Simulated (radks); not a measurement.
The molybdenum ion Mo7+, configuration [Ar] 3d10 4s2 4p5 (the NIST ground configuration). Method: Dirac Kohn-Sham, LB94 model potential, spin-unpolarised, spherical densities, finite nucleus; open shells fill j = l - 1/2 first; Fermi nuclear charge, rms radius 4.4091 fm; computed with a radial shooting solver on a logarithmic mesh with Libxc functionals.

Normalised radial functions P(r) = r R(r) (large component), r in bohr:

```
   r/bohr * 4s1/2, o 4p3/2 (the largest magnitude, 1.13, reaches the edge; | marks zero, & curves that meet)
 0.004413                             o  *
 0.005701                             o   *
 0.007423                             o   *
 0.009589                             |o   *
  0.01249                             |o    *
  0.01613                             | o   *
    0.021                             |  o  *
  0.02713                             |   o*
  0.03533                             |  * o
  0.04563                             *      o
  0.05942                         *   |       o
  0.07676                     *       |        o
  0.09995                   *         |       o
   0.1291                     *       |    o
   0.1681                           *o|
   0.2172                     o       |      *
   0.2828               o             |             *
   0.3653                o            |             *
   0.4756                         o   |   *
   0.6144                 *           |        o
      0.8    *                        |                    o
    1.033  *                          |                         o
    1.346         *                   |                     o
    1.738                   *         |            o
    2.263                          *  |    o
    2.924                            *|o
    3.807                             &
```

4s1/2: eigenvalue -173.90 eV, 3 radial nodes at r = 0.0445, 0.179, 0.509 bohr, <r> = 1.05 bohr, 90 % of the charge inside 1.51 bohr. 4p3/2: eigenvalue -144.81 eV, 2 radial nodes at r = 0.161, 0.522 bohr, <r> = 1.14 bohr, 90 % of the charge inside 1.65 bohr.
